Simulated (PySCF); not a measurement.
C2H2O, SMILES O1C=C1. Heavy atoms are numbered as in [CH:1]1=[CH:2][O:3]1. Hydrogens are named by the atom that carries them.

Coordinates come from a PBE0-D3(BJ)/def2-TZVP optimisation.

Method: PBE/pcSseg-2 (PySCF).

GIAO shieldings, no solvent; atoms alike by connectivity are averaged. δ = σ(ref) − σ: ¹³C against TMS (σ = 181.4 ppm); ¹⁷O against H2O (σ = 327.5 ppm); ¹H against TMS (σ = 31.47 ppm), references at their B3LYP-D3(BJ)/def2-TZVP geometries, non-relativistic.

```tsv
atoms	nucleus	count	δ (ppm)
C1 (CH)	¹³C	2	129.0
O3	¹⁷O	1	-24.0
H on C1	¹H	2	___
```

What belongs in the gaps? (Estimate from the structure and the level; the computed values follow.)


- H on C1, δ (ppm): 7.42
